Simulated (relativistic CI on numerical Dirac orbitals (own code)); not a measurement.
Mn21+: computed level list

Calculated at this level of theory: Dirac-Coulomb-Breit CI, KLI orbitals optimised for each configuration, a model potential for QED, unscaled Slater integrals (own radial code, finite nucleus).

Configuration list (outside the closed core 1s2): 2s2, 2s 2p, 2p2, 2p 3s, 2p 3p, 2s 3s, 2s 3p, 2s 3d, 2s 4s, 2s 4p, 2s 4d, 2s 4f, 3s2, 3s 3p, 3p2. Levels of other configurations are missing.

| No. | Configuration | Term | J | E (10³ cm⁻¹) | % | Next component (%) |
| --- | --- | --- | --- | --- | --- | --- |
| 1 | 2s2 | 1S | 0 | 0.0 | 96 | 4 2p2 1S |
| 2 | 2s 2p | 3P° | 0 | 334.2 | 100 |  |
| 3 | 2s 2p | 3P° | 1 | 361.2 | 98 | 2 1P° |
| 4 | 2s 2p | 3P° | 2 | 438.0 | 100 |  |
| 5 | 2s 2p | 1P° | 1 | 722.0 | 98 | 2 3P° |
| 6 | 2p2 | 3P | 0 | 913.7 | 95 | 5 1S |
| 7 | 2p2 | 3P | 1 | 970.5 | 100 |  |
| 8 | 2p2 | 3P | 2 | 1011.7 | 78 | 22 1D |
| 9 | 2p2 | 1D | 2 | 1131.6 | 78 | 22 3P |
| 10 | 2p2 | 1S | 0 | 1349.0 | 91 | 5 3P |
| 11 | 2s 3s | 3S | 1 | 8173.0 | 98 | 2 2p 3p 3S |
| 12 | 2s 3s | 1S | 0 | 8238.5 | 97 | 3 2p 3p 1S |
| 13 | 2s 3p | 3P° | 0 | 8337.5 | 99 | 1 2p 3s 3P° |
| 14 | 2s 3p | 3P° | 1 | 8337.6 | 63 | 34 1P° |
| 15 | 2s 3p | 1P° | 1 | 8363.7 | 57 | 36 3P° |
| 16 | 2s 3p | 3P° | 2 | 8367.6 | 100 |  |
| 17 | 2s 3d | 3D | 1 | 8447.2 | 98 | 2 2p 3p 3D |
| 18 | 2s 3d | 3D | 2 | 8451.0 | 98 | 1 2p 3p 3D |
| 19 | 2s 3d | 3D | 3 | 8457.4 | 99 | 1 2p 3p 3D |
| 20 | 2s 3d | 1D | 2 | 8519.9 | 98 | 2 2p 3p 1D |
| 21 | 2p 3s | 3P° | 0 | 8596.0 | 99 | 1 2s 3p 3P° |
| 22 | 2p 3s | 3P° | 1 | 8612.1 | 84 | 13 1P° |
| 23 | 2p 3p | 3D | 1 | 8699.3 | 66 | 30 1P |
| 24 | 2p 3s | 3P° | 2 | 8703.2 | 100 |  |
| 25 | 2p 3s | 1P° | 1 | 8747.4 | 79 | 15 3P° |
| 26 | 2p 3p | 3D | 2 | 8757.1 | 85 | 7 1D |
| 27 | 2p 3p | 1P | 1 | 8758.7 | 30 | 25 3S |
| 28 | 2p 3p | 3P | 0 | 8783.8 | 90 | 9 1S |
| 29 | 2p 3p | 3P | 1 | 8836.8 | 41 | 36 1P |
| 30 | 2p 3p | 3D | 3 | 8840.1 | 99 | 1 2s 3d 3D |
| 31 | 2p 3p | 3S | 1 | 8859.7 | 59 | 36 3P |
| 32 | 2p 3p | 3P | 2 | 8864.1 | 68 | 20 1D |
| 33 | 2p 3p | 1D | 2 | 8921.6 | 72 | 26 3P |
| 34 | 2p 3p | 1S | 0 | 8999.8 | 88 | 10 3P |
| 35 | 2s 4s | 3S | 1 | 10971.6 | 100 |  |
| 36 | 2s 4s | 1S | 0 | 10997.5 | 100 |  |
| 37 | 2s 4p | 3P° | 0 | 11032.7 | 100 |  |
| 38 | 2s 4p | 3P° | 1 | 11034.6 | 88 | 12 1P° |
| 39 | 2s 4p | 3P° | 2 | 11045.1 | 100 |  |
| 40 | 2s 4p | 1P° | 1 | 11053.0 | 88 | 12 3P° |
| 41 | 2s 4d | 3D | 1 | 11079.6 | 100 |  |
| 42 | 2s 4d | 3D | 2 | 11080.8 | 99 | 1 1D |
| 43 | 2s 4d | 3D | 3 | 11083.2 | 100 |  |
| 44 | 2s 4d | 1D | 2 | 11103.7 | 99 | 1 3D |
| 45 | 2s 4f | 3F° | 2 | 11104.7 | 100 |  |

Energies count from the lowest computed level; ° marks odd parity.

The mean weight of the leading LS term, summed over parents, in these 45 levels is 88 %, and that of the leading jj configuration (from the same eigenvectors) 89 %.

At this charge energies of transitions that change n are usually good to better than 1 %, and those within a shell (Δn = 0) to a few per cent.

LS names give the leading component of a level, which can be under half, so a name can repeat, a term be missing and a line seem to break the LS rules.
